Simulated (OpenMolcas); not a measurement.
An OpenMolcas run meant for Tl⁺ (ANO-RCC-VQZP, DKH3; inactive shells 1s 2s 2p 3s 3p 3d 4s 4p 4d 4f 5s 5p 5d; intended active space 2 electrons in 8 orbitals (6s 6p 7s 7p)). One step of its input:

```
&CASPT2
Multistate=3 1 2 3
Frozen=15 19
IPEA=0.25
Imaginary=2.0
MaxIter=60
WThr=0.0 0.3 0.05
PrWF=0.5
NoMix
```

The run finished. Its levels beside those of a sound run (SS-CASPT2, IPEA 0.25 Eh, imaginary shift 0.1 Eh (closed shells correlated: 5d)), in cm-1 above each run's lowest level:

| Level | This run | Usual run |
| --- | --- | --- |
| 6s2 1S0 | 0.0 | 0.0 |
| 6s 6p 3P* 0 | 49365 | 49633 |
| 6s 6p 3P* 1 | 52182 | 52378 |
| 6s 6p 3P* 2 | 59581 | 59849 |
| 6s 6p 1P* 1 | 75815 | 73585 |

Task: Which setting is unsound, and how much does it matter here?

Result: The level shift is far above the usual 0.1 to 0.3 hartree and damps the second-order energy. Against the sound run the excited levels shown move by 740 cm-1 on average and by 2200 cm-1 at most.

Term energies are means over components that CASPT2 splits; among the terms shown or strongly mixed into the levels shown the widest spread is 37 cm-1 (6s 6p 1P*, the sound run). Over all roots computed the reference weight is 0.85 to 0.93 in the sound run; the roots of lowest weight are the least certain, and an intruder state may touch them. The run also gave levels led by 6s 7s, which use shells meant for correlation; these and all levels above them are left out. Spin-orbit splittings of 6p shells tend to come out small when the coupling is added on scalar orbitals. Levels of configurations outside the active space are missing.

* marks odd parity.
